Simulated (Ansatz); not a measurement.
System: sum formula CuOClH₂ (charge 0, singlet). SMILES: [OH2]->[Cu][Cl]
Geometry from a B3LYP-D3(BJ)/def2-TZVP (Ansatz, a program for electronic structure) optimisation:
```
Cu
O 1 1.9703
H 2 0.9652 1 115.32
H 2 0.9652 3 107.32 1 -130.03
Cl 1 2.0885 3 159.70 2 178.92
```

Wanted: vertical electron affinity (to the doublet state of charge -1; a negative value means that the extra electron is unbound and the number depends on the basis; each state is the SCF solution reached for its spin), in eV. Cores are frozen in the correlated levels unless marked. Open shells are spin-unrestricted. No spin-orbit coupling. Frozen are the shells of the preceding noble gas and the d and f shells that filled before the atom's block. Non-relativistic. Anions need diffuse functions: def2-D sets add few. 

```
level              program  vertical electron affinity (eV)
-----------------  -------  -------------------------------
HF/def2-QZVPPD      Ansatz                            -0.01
r2SCAN/def2-TZVPD   Ansatz                             0.44
B2PLYP/def2-TZVPD   Ansatz                             0.31
MP2/def2-SVPD       Ansatz                            -0.02
SCS-MP2/def2-SVPD   Ansatz                            -0.11
CCSD(T)/def2-SVPD   Ansatz                             0.05
```
